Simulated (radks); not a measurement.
Cd10+, 38 electrons, occupied as [Kr] 5s2 (not the ground configuration). All-electron calculation, scalar-relativistic Kohn-Sham, PBE, spin-unpolarised, spherical densities, finite nucleus; Fermi nuclear charge, rms radius 4.6087 fm. Program: a radial shooting solver on a logarithmic mesh with Libxc functionals.

Normalised radial functions P(r) = r R(r), r in bohr:

| r | 4s | 4d |
|---|---|---|
| 0.001802 | 0.0891 | 0.0000 |
| 0.002064 | 0.0999 | 0.0000 |
| 0.002365 | 0.1117 | 0.0000 |
| 0.002709 | 0.1246 | 0.0000 |
| 0.003079 | 0.1378 | 0.0001 |
| 0.003528 | 0.1528 | 0.0001 |
| 0.004042 | 0.1689 | 0.0001 |
| 0.00463 | 0.1859 | 0.0002 |
| 0.005305 | 0.2036 | 0.0002 |
| 0.006078 | 0.2217 | 0.0003 |
| 0.006963 | 0.2397 | 0.0005 |
| 0.007978 | 0.2570 | 0.0007 |
| 0.00914 | 0.2729 | 0.0011 |
| 0.01047 | 0.2865 | 0.0016 |
| 0.012 | 0.2963 | 0.0023 |
| 0.01374 | 0.3011 | 0.0033 |
| 0.01575 | 0.2991 | 0.0048 |
| 0.01804 | 0.2885 | 0.0069 |
| 0.02067 | 0.2672 | 0.0099 |
| 0.02368 | 0.2334 | 0.0141 |
| 0.02691 | 0.1887 | 0.0196 |
| 0.03083 | 0.1266 | 0.0276 |
| 0.03533 | 0.0494 | 0.0386 |
| 0.04047 | -0.0413 | 0.0534 |
| 0.04637 | -0.1421 | 0.0732 |
| 0.05312 | -0.2469 | 0.0992 |
| 0.06086 | -0.3469 | 0.1327 |
| 0.06973 | -0.4304 | 0.1749 |
| 0.07989 | -0.4839 | 0.2264 |
| 0.09153 | -0.4932 | 0.2875 |
| 0.1049 | -0.4461 | 0.3570 |
| 0.1201 | -0.3353 | 0.4321 |
| 0.1376 | -0.1624 | 0.5077 |
| 0.1577 | 0.0594 | 0.5763 |
| 0.1807 | 0.3034 | 0.6279 |
| 0.207 | 0.5308 | 0.6504 |
| 0.2352 | 0.6887 | 0.6337 |
| 0.2695 | 0.7543 | 0.5646 |
| 0.3088 | 0.6829 | 0.4354 |
| 0.3538 | 0.4651 | 0.2449 |
| 0.4053 | 0.1217 | 0.0011 |
| 0.4643 | -0.2964 | -0.2780 |
| 0.532 | -0.7167 | -0.5652 |
| 0.6095 | -1.0621 | -0.8272 |
| 0.6983 | -1.2699 | -1.0293 |
| 0.8 | -1.3081 | -1.1410 |
| 0.9166 | -1.1869 | -1.1458 |
| 1.05 | -0.9551 | -1.0483 |
| 1.203 | -0.6816 | -0.8740 |
| 1.378 | -0.4293 | -0.6619 |
| 1.579 | -0.2364 | -0.4519 |
| 1.809 | -0.1121 | -0.2745 |
| 2.056 | -0.0477 | -0.1522 |
| 2.356 | -0.0160 | -0.0705 |
| 2.699 | -0.0044 | -0.0276 |
| 3.092 | -0.0009 | -0.0089 |
| 3.543 | -0.0002 | -0.0023 |
| 4.059 | 0.0000 | -0.0005 |
| 4.65 | 0.0000 | -0.0001 |
| 5.327 | 0.0000 | 0.0000 |

4s: eigenvalue -303.58 eV, 3 radial nodes at r = 0.0381, 0.152, 0.422 bohr, <r> = 0.820 bohr, 90 % of the charge inside 1.17 bohr. 4d (empty): eigenvalue -195.92 eV, 1 radial node at r = 0.406 bohr, <r> = 0.947 bohr, 90 % of the charge inside 1.40 bohr.
